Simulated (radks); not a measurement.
The copper ion Cu4+, 25 electrons, occupied as [Ar] 3d7.

Calculated with a radial shooting solver on a logarithmic mesh with Libxc functionals: scalar-relativistic Kohn-Sham, PW91, spin-polarised, spherical densities, finite nucleus; open shells are filled with parallel spins first; Fermi nuclear charge, rms radius 3.8823 fm.

Energy parts (eV):
| part | energy |
|---|---|
| total | -44915.860 |
| kinetic | 45588.558 |
| electron-nucleus | -106396.536 |
| Hartree | 17685.893 |
| exchange-correlation | -1793.776 |

Orbitals (lengths in bohr, moments of r in powers of bohr):
[
 {"orbital": "1s up", "occ.": "1", "eigenvalue (eV)": "-8923.784", "<r^2>": "0.003656"},
 {"orbital": "1s down", "occ.": "1", "eigenvalue (eV)": "-8923.785", "<r^2>": "0.003656"},
 {"orbital": "2s up", "occ.": "1", "eigenvalue (eV)": "-1135.893", "<r^2>": "0.06535"},
 {"orbital": "2s down", "occ.": "1", "eigenvalue (eV)": "-1133.790", "<r^2>": "0.06519"},
 {"orbital": "2p up", "occ.": "3", "eigenvalue (eV)": "-990.2173", "<r^2>": "0.05235"},
 {"orbital": "2p down", "occ.": "3", "eigenvalue (eV)": "-988.6317", "<r^2>": "0.05219"},
 {"orbital": "3s up", "occ.": "1", "eigenvalue (eV)": "-185.5344", "<r^2>": "0.5612"},
 {"orbital": "3s down", "occ.": "1", "eigenvalue (eV)": "-181.5709", "<r^2>": "0.5650"},
 {"orbital": "3p up", "occ.": "3", "eigenvalue (eV)": "-142.4089", "<r^2>": "0.6151"},
 {"orbital": "3p down", "occ.": "3", "eigenvalue (eV)": "-138.5163", "<r^2>": "0.6218"},
 {"orbital": "3d up", "occ.": "5", "eigenvalue (eV)": "-72.7027", "<r^2>": "0.7951"},
 {"orbital": "3d down", "occ.": "2", "eigenvalue (eV)": "-68.9114", "<r^2>": "0.8290"}
]

The highest occupied level is 3d down at -68.911 eV. The electron density at the nucleus is 2.241e+04 e/bohr^3 (large components only). The spin density at the nucleus is -1.072 e/bohr^3 (1s -0.052, 2s -2.469, 3s 1.449). Summed over all electrons, <r^2> = 10.92 bohr^2, which gives a Langevin (diamagnetic) susceptibility term of -8.65 x 10^-6 cm^3/mol. Spin moment in Bohr magnetons: 3. For comparison, the ionisation energy in NIST's Atomic Spectra Database is 80 eV (semi-empirical). In exact Kohn-Sham theory the highest level is minus the ionisation energy, but local and semilocal functionals leave it too shallow, through self-interaction and a potential that decays too fast; potentials with the right tail come closer.
